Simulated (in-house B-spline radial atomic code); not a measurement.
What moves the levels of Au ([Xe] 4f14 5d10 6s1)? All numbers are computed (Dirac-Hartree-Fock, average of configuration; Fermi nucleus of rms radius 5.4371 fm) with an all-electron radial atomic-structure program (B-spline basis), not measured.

Baseline run (computed): total energy -19035.5583 hartree, 1s1/2 at -2986.125 hartree, 6s1/2 at -7.9368 eV with <r> = 3.061 bohr.

Scaling the speed of light c (a factor of 100 is close to the non-relativistic limit):

| c/c0 | ΔE (hartree) | 6s1/2 level (eV) | 6s1/2 <r> (bohr) |
| --- | --- | --- | --- |
| 0.9 | -348.36 | -8.71258 | 2.896 |
| 0.98 | -58.618 | -8.06035 | 3.032 |
| 1.02 | 54.26 | -7.82488 | 3.088 |
| 1.2 | 404.42 | -7.15845 | 3.269 |
| 100 | 1170.7 | -6.00735 | 3.701 |

Changing the nucleus:

| nucleus | ΔE (eV) |
| --- | --- |
| Gaussian nucleus of rms radius 5.4371 fm | -0.904 |
| uniform spherical nucleus of rms radius 5.4371 fm | 0.217 |
| Gaussian nucleus of rms radius 0.01 fm | -117 |
| Fermi nucleus of rms radius 5.3284 fm | -3.76 |
| Fermi nucleus of rms radius 5.5458 fm | 3.8 |

A larger nucleus binds the electrons less, roughly as the density at the nucleus times the change of the nuclear <r²>. At equal rms radius the shape enters only through higher moments. A radius of 0.01 fm is nearly a point.

Question: The nuclear charge is raised by 0.1. What does the Hellmann-Feynman theorem predict for the energy, and what is found?

Answer: dE/dZ ≈ -Σ<1/r>, which is -606.91 at the start and -608.143 at the end; their mean times 0.1 is -60.753 hartree, and the two runs differ by -60.748 hartree.
